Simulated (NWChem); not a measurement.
Species: C4H5NO; SMILES c1ncoc1C

Problem. Give the equilibrium geometry at PBE0/def2-SVP (NWChem) as a list of bonds and angles, with the point group.

Solution. point group Cs; any orientation.
Bond lengths (Å): C1–C2 1.479, C1–H7 1.102, C1–H8 1.102, C1–H9 1.098, C2–C3 1.362, C2–O6 1.361, C3–N4 1.379, C3–H10 1.089, N4–C5 1.288, C5–O6 1.345, C5–H11 1.089. Bond angles (°): C2–C1–H7 111.4, C2–C1–H8 111.4, C2–C1–H9 109.8, H7–C1–H8 107.5, H7–C1–H9 108.3, H8–C1–H9 108.3, C1–C2–C3 135.1, C1–C2–O6 118.2, C3–C2–O6 106.7, C2–C3–N4 109.5, C2–C3–H10 128.3, N4–C3–H10 122.2, C3–N4–C5 104.2, N4–C5–O6 114.4, N4–C5–H11 128.6, O6–C5–H11 117.0, C2–O6–C5 105.2.
